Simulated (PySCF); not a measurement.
Au⁶⁹⁺: ionisation energy

Au⁶⁹⁺ [Ne] (1S) → Au⁷⁰⁺ [He] 2s2 2p5 (2P), as a difference of total energies. Calculation: PySCF 2.14, in an even-tempered Gaussian basis (18 s from 50 bohr⁻², ratio 2.2; 13 p from 65 bohr⁻², ratio 2.2; 5 d from 250 bohr⁻², ratio 2.4; 5 f from 380 bohr⁻², ratio 2.4; 4 g from 570 bohr⁻², ratio 2.4); scalar relativity by spin-free X2C-1e. Correlated levels: nothing frozen; virtual orbitals above 40 to 60 times the deepest correlated orbital energy dropped. The calculations carry no spin-orbit coupling.

```json
{"method": "UHF", "ionisation energy (eV)": "18633.3"}
{"method": "LDA", "ionisation energy (eV)": "18625.7"}
{"method": "PBE", "ionisation energy (eV)": "18627.8"}
{"method": "PBE0", "ionisation energy (eV)": "18629.7"}
{"method": "r2SCAN", "ionisation energy (eV)": "18634.6"}
{"method": "BHandHLYP", "ionisation energy (eV)": "18632.1"}
{"method": "r2SCANh", "ionisation energy (eV)": "18634.7"}
{"method": "MP2 (all electrons)", "ionisation energy (eV)": "18635.3"}
{"method": "SCS-MP2 (all electrons)", "ionisation energy (eV)": "18635.1"}
```

A first-order spin-orbit estimate (lowest level to lowest level, LS coupling) adds -575.0 eV.

For this ion Breit and QED terms and the two-electron picture change, all absent here, outweigh the differences among the correlated methods.

For comparison: 18040 ± 50 eV (theoretical estimate listed by NIST; NIST Atomic Spectra Database, ionization energies).
